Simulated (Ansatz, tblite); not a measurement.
Removing and adding an electron: the cluster SnSe₂ (the lowest singlet isomer of a short search). Total charge 0; singlet. Geometry: PBE-D4/def2-TZVP. Ansatz, gas phase; energy differences of separate SCF runs; the oxidised species was run as a doublet alone; the reduced species was run as a doublet alone.

```tsv
atom	x (Å)	y (Å)	z (Å)
Sn1	0.4978	1.0602	0.9317
Se2	-0.1912	0.2650	-1.4014
Se3	-0.3066	-1.3252	0.4697
```

In the def2 sets Sn takes a core potential; there is no spin–orbit coupling. The xTB rows come from tblite. The structure comes from a short search, and lower isomers may exist.

```json
{"level": "GFN1-xTB", "−HOMO (eV)": "9.10", "vertical IE (eV)": "12.77", "−LUMO (eV)": "7.29", "vertical EA (eV)": "3.77", "HOMO–LUMO gap (eV)": "1.81", "IE − EA (eV)": "9.00", "remarks": "–"}
{"level": "GFN2-xTB", "−HOMO (eV)": "9.84", "vertical IE (eV)": "12.58", "−LUMO (eV)": "8.07", "vertical EA (eV)": "5.75", "HOMO–LUMO gap (eV)": "1.77", "IE − EA (eV)": "6.83", "remarks": "–"}
{"level": "PBE-D4/def2-TZVP", "−HOMO (eV)": "4.85", "vertical IE (eV)": "7.65", "−LUMO (eV)": "3.52", "vertical EA (eV)": "–", "HOMO–LUMO gap (eV)": "1.33", "IE − EA (eV)": "–", "remarks": "–"}
{"level": "PBE-D4/def2-TZVPD", "−HOMO (eV)": "4.90", "vertical IE (eV)": "–", "−LUMO (eV)": "3.56", "vertical EA (eV)": "1.19", "HOMO–LUMO gap (eV)": "1.34", "IE − EA (eV)": "–", "remarks": "HOMO above zero (-1 doublet)"}
{"level": "r2SCAN-D4/def2-TZVP", "−HOMO (eV)": "5.09", "vertical IE (eV)": "7.77", "−LUMO (eV)": "3.48", "vertical EA (eV)": "–", "HOMO–LUMO gap (eV)": "1.60", "IE − EA (eV)": "–", "remarks": "–"}
{"level": "r2SCAN-D4/def2-TZVPD", "−HOMO (eV)": "5.11", "vertical IE (eV)": "–", "−LUMO (eV)": "3.50", "vertical EA (eV)": "1.36", "HOMO–LUMO gap (eV)": "1.61", "IE − EA (eV)": "–", "remarks": "HOMO above zero (-1 doublet)"}
{"level": "PBE0-D4/def2-TZVP", "−HOMO (eV)": "5.88", "vertical IE (eV)": "7.77", "−LUMO (eV)": "2.91", "vertical EA (eV)": "–", "HOMO–LUMO gap (eV)": "2.97", "IE − EA (eV)": "–", "remarks": "–"}
{"level": "PBE0-D4/def2-TZVPD", "−HOMO (eV)": "5.91", "vertical IE (eV)": "–", "−LUMO (eV)": "2.94", "vertical EA (eV)": "1.33", "HOMO–LUMO gap (eV)": "2.97", "IE − EA (eV)": "–", "remarks": "HOMO above zero (-1 doublet)"}
```

   A HOMO above zero means that the electron is unbound at that level or that self-interaction error raises the level; the energy of removing that electron tells which. Raw xTB energy differences between charge states are shifted by several eV; the methods need an empirical correction for them.
